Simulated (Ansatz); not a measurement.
CH$_{7}$Al$_{2}$B, SMILES `C[BH][AlH][AlH2]` at its PBE0-D4/def2-TZVP geometry, where that method's forces vanish. Charge 0, multiplicity 1.

```xyz
11

C     1.0628   -1.9055    0.3790
B     0.9415   -0.6827   -0.5817
Al   -0.7870    0.4896   -0.9607
Al   -1.4987    2.5072    0.5032
H     1.5625   -1.5006    1.2760
H     0.1363   -2.3734    0.7147
H     1.7467   -2.6743    0.0053
H     1.9745   -0.3262   -1.0958
H    -1.6960    0.1358   -2.2330
H    -0.9745    3.9913    0.2306
H    -2.4680    2.3387    1.7622
```

Task: What forces (eV/Å) does ωB97M-V/def2-TZVPP give on these atoms in the Gaussian-basis code of Ansatz? (Best estimate.)

Result: The calculation gave: 
```
C1   0.030 -0.097  0.059
B2   0.059  0.114 -0.089
Al3 -0.070  0.022 -0.039
Al4  0.000  0.031  0.034
H5  -0.033 -0.019 -0.059
H6   0.069  0.039 -0.029
H7  -0.056  0.058  0.031
H8  -0.122 -0.058  0.069
H9   0.091  0.031  0.121
H10 -0.060 -0.144  0.028
H11  0.092  0.023 -0.126
```
